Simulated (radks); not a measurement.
The mean radii <r> (bohr) of the occupied orbitals of an atom or ion are listed with their occupations. All-electron calculation, scalar-relativistic Kohn-Sham, PBE, spin-polarised, spherical densities, finite nucleus; Fermi nuclear charge, rms radius of each element as measured or else 0.836 A^(1/3) + 0.57 fm. Program: a radial shooting solver on a logarithmic mesh with Libxc functionals.

orbital  occ.      <r>
1s down     1  0.03111
1s up       1  0.03111
2s up       1   0.1349
2s down     1   0.1349
2p up       3   0.1177
2p down     3   0.1177
3s up       1   0.3685
3s down     1   0.3685
3p up       3   0.3676
3p down     3   0.3675
3d up       5   0.3457
3d down     5   0.3457
4s up       1   0.9062
4s down     1   0.9053
4p up       3   0.9867
4p down     3   0.9863
4d up       5    1.245
4d down     3    1.253

Name the element and its charge. Open shells, if any, are filled with parallel spins first.

Answer. Z = 47, silver, charge +3: Ag3+ in [Kr] 4d8. The 1s radius gives Z: for a bare nucleus <r> = (2 gamma + 1)/(2Z) with gamma = sqrt(1 - (Z/c)^2), 0.03062 bohr for Z = 47, and screening makes it slightly larger (0.03111 here). The occupations add up to 44, and the charge is Z minus that.
